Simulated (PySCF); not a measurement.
# Relaxation of doublet [Se3]+

Method: UPBE in PySCF with Se def2-SVP; no relativity; density-fitted integrals. A (50,194) grid was used.

A hand-made linear start, of D∞h symmetry, held to at least that symmetry:

```xyz
3
charge 1 multiplicity 2, angstrom
Se    0.0000    0.0000    0.0000
Se    0.0000    0.0000    2.0972
Se    0.0000    0.0000   -2.0972
```

**Question.** What does it relax to?

**Answer.** It ends at D∞h with Se–Se 2.243 Å (×2); Se–Se–Se 180.0°. A frequency run shows 2 imaginary modes (one degenerate set), down to 189i cm⁻¹, so it is a higher-order saddle point. Other isomers or separated fragments may lie lower.

**Question.** How much energy is released, and in how many steps?

**Answer.** 43.6 kJ/mol in 4 steps.

The relaxation took about 70 core-seconds on a shared host.
